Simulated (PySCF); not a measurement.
Vertical excitations of a molecule C4H6ClF from TDA-M06-2X/def2-SVPD (PySCF), as energy in eV (oscillator strength): 6.81 (0.003), 7.08 (0.256), 7.28 (0.097), 7.38 (0.036), 7.94 (0.018), 8.13 (0.007), 8.18 (0.000), 8.33 (0.039), 8.50 (0.014), 8.82 (0.027). Lowest triplet (TDA): 4.49 eV. Geometry optimised at PBE0-D3(BJ)/def2-SVP. Other conformers were not sampled.

Task: Which molecule gave these data?
A. C[C@@H](F)/C=C\Cl
B. F/C=C/CCCl
C. C=CC[C@H](F)Cl
D. CC/C(F)=C/Cl

Result: A, C[C@@H](F)/C=C\Cl
